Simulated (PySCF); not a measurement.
ZnBr, SMILES [Zn][Br] (connectivity only; charge and spin as stated), neutral, multiplicity 2. Atoms are numbered in the order given.

```xyz
2

Zn     0.0000     0.0000    -1.2429
Br     0.0000     0.0000     1.0653
```
Charge 0, spin multiplicity 2.

Geometry optimised at PBE0-D3(BJ)/def2-TZVP. The multiplicity is an assumed one; other spin states were not compared.

Method: ωB97X/def2-TZVPD run with PySCF.

The molecule is in vacuum.

Q: Estimate the frontier levels, dipole moment and polarisability. (The exact figures need the calculation; the answer reports its results.)

A: 
```json
{
 "α spin, highest occupied and lowest empty level": "-8.47 and 0.56 eV",
 "β spin, highest occupied and lowest empty level": "-10.45 and -1.93 eV",
 "dipole_moment": "2.76 D",
 "mean_static_polarisability": "57.4 bohr³ (8.51 Å³)",
 "polarisability_principal_values": "49.4, 49.4, 73.4 bohr³",
 "⟨S²⟩": "0.754 (pure state 0.75)"
}
```
